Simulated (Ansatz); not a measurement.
Job for Ansatz (a program for electronic structure): R-r2SCAN/def2-TZVPP on BeH2S (SMILES [BeH][SH]), atoms moved off the minimum.

Ansatz 0.2 input:
```yaml
crystal:
  periodic: [false, false, false]
  atoms:
    - {symbol: Be, position_ang: [-0.82635085, -0.74622572, -0.98851571]}
    - {symbol: H, position_ang: [-1.38535665, -1.19437222, -1.91816734]}
    - {symbol: S, position_ang: [0.36837246, 0.20878713, 0.34691066]}
    - {symbol: H, position_ang: [0.62239734, -0.91809956, 0.84726098]}
basis:
  gaussian:
    orbitals: def2-TZVPP
hamiltonian:
  xc: {name: r2SCAN}
scf: {lower_state_search: off}
output: {forces: true}
```

The log:

```
WARN ansatz: RAYON_NUM_THREADS=1 ignored (pool sized by the plan → 1); use --threads N
Functional definition: r2SCAN
these checks for a lower state are left out or cut short: stability, starts, cluster_reference, orbital_swaps, neighbouring_geometries, increment
integrals: 0.02 GiB planned
543 factors; their error is unknown
mean field: 0.18 GiB planned
mean field evaluation 1: about -11267.4482 eV, gradient 2.1e1 eV
mean field evaluation 2: about -11267.4349 eV, gradient 2.2e1 eV
mean field evaluation 4: about -11268.6982 eV, gradient 1.3e0 eV
mean field evaluation 8: about -11268.6927 eV, gradient 1.1e-1 eV
mean field evaluation 16: about -11268.6927 eV, gradient 2.1e-6 eV
mean field -11268.69266945 eV, -414.1168174079 hartree, gradient 2.5e-6 eV, S^2 0.000000; 0 other end points of the search recorded, 0 dependent functions left out
the calculation of the forces begins
reference -11268.69268187 eV, -414.1168178647 hartree; 11, 11 occupied and 78, 78 virtual orbitals, 543 factors
Total energy: -11268.69268187 eV, -414.1168178647 hartree
Atom 0 at    -0.826351    -0.746226    -0.988516 Å, force     2.703957     2.290632     3.429701 eV/Å
Atom 1 at    -1.385357    -1.194372    -1.918167 Å, force    -1.781377    -1.430173    -2.591905 eV/Å
Atom 2 at     0.368372     0.208787     0.346911 Å, force    -1.613090     1.628861    -2.103670 eV/Å
Atom 3 at     0.622397    -0.918100     0.847261 Å, force     0.690510    -2.489320     1.265874 eV/Å
Dipole moment:    -0.099820    -0.235787     0.016073 e Å
Checks for a lower state left out: stability, starts, cluster_reference, orbital_swaps, neighbouring_geometries, increment
```

Self-consistency was reached.

Cost: about 1.2 core-seconds (a rough figure).
